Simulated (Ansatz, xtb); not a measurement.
# AlFGeH3: which of two structures lies lower

Structure a is `[F][AlH][GeH2]`, a doublet and structure b is a doublet given by its coordinates. Both are isolated molecules in the gas phase, relaxed with B3LYP/6-31G*; the shapes shown needn't be the lowest conformers.

a (Å):

| atom | x (Å) | y (Å) | z (Å) |
| --- | --- | --- | --- |
| Al | -2.2879 | -2.7619 | 2.7580 |
| F | -3.8199 | -2.9052 | 2.1301 |
| Ge | -0.8768 | -0.9481 | 1.9745 |
| H | -1.7881 | -3.9002 | 3.7365 |
| H | 0.4114 | -0.5709 | 2.7504 |
| H | -1.4307 | 0.3239 | 1.2861 |

b (Å):

```
atom    x (Å)    y (Å)    z (Å)
  Al  -0.3295   0.0346  -0.1449
   F  -0.2130  -0.5012   1.4223
  Ge   1.4643   1.8217  -1.0803
   H  -1.4846  -0.5039  -1.0718
   H  -0.0817   1.7771  -0.2408
   H   1.2530   0.0821  -0.9196
```

Close contacts (Å): Al1–F2 1.66, Al1–Ge3 2.70, Al1–H4 1.58, Al1–H5 1.76, Al1–H6 1.76, Ge3–H5 1.76, Ge3–H6 1.76.

Q: Estimate which is lower in electronic energy at CCSD(T)/def2-SVP + ΔMP2/def2-TZVPP, and by roughly how much.

A: Too close to call at this level: CCSD(T)/def2-SVP + ΔMP2/def2-TZVPP gives E(b) − E(a) = +1.33 kcal/mol.

Level by level:

```json
{"level": "B3LYP/6-31G*", "geometry": "B3LYP/6-31G*", "E(b) − E(a) (kcal/mol)": "+0.10", "departure from the last row (kcal/mol)": "−1.23", "job, with rough time for the two": "optimisation, 1.9 min"}
{"level": "HF/def2-SVP", "geometry": "B3LYP/6-31G*", "E(b) − E(a) (kcal/mol)": "+5.33", "departure from the last row (kcal/mol)": "+4.00", "job, with rough time for the two": "part of the CCSD(T) run"}
{"level": "MP2/def2-SVP", "geometry": "B3LYP/6-31G*", "E(b) − E(a) (kcal/mol)": "+3.99", "departure from the last row (kcal/mol)": "+2.66", "job, with rough time for the two": "part of the CCSD(T) run"}
{"level": "CCSD(T)/def2-SVP", "geometry": "B3LYP/6-31G*", "E(b) − E(a) (kcal/mol)": "+1.72", "departure from the last row (kcal/mol)": "+0.39", "job, with rough time for the two": "single point"}
{"level": "CCSD(T)/def2-SVP + ΔMP2/def2-TZVPP", "geometry": "B3LYP/6-31G*", "E(b) − E(a) (kcal/mol)": "+1.33", "departure from the last row (kcal/mol)": "", "job, with rough time for the two": "single point, 44 s"}
```

B3LYP/6-31G* finds them nearly level. The largest departure from CCSD(T)/def2-SVP + ΔMP2/def2-TZVPP is that of HF/def2-SVP, 4.00 kcal/mol. Levels run at GFN2-xTB geometries aren't shown. The last row adds to CCSD(T) the change of the MP2 difference between the two basis sets, here −0.39 kcal/mol.

With harmonic frequencies from B3LYP/6-31G* (ideal gas, rigid rotor, one conformer each, 400 K, 1 atm): the zero-point term adds +0.60 kcal/mol; ΔH is +1.20 and ΔG +2.58 kcal/mol.

Open shells are spin-unrestricted. The correlated steps freeze 15 core orbitals; the filled d shell of Ge is correlated, in a basis made for valence electrons. Mirror images aren't counted in ΔG. Programs: Ansatz 0.2.0; the last row on 1 thread of Intel(R) Xeon(R) Platinum 8259CL CPU @ 2.50GHz (Skylake/Cascade Lake) on a shared host.
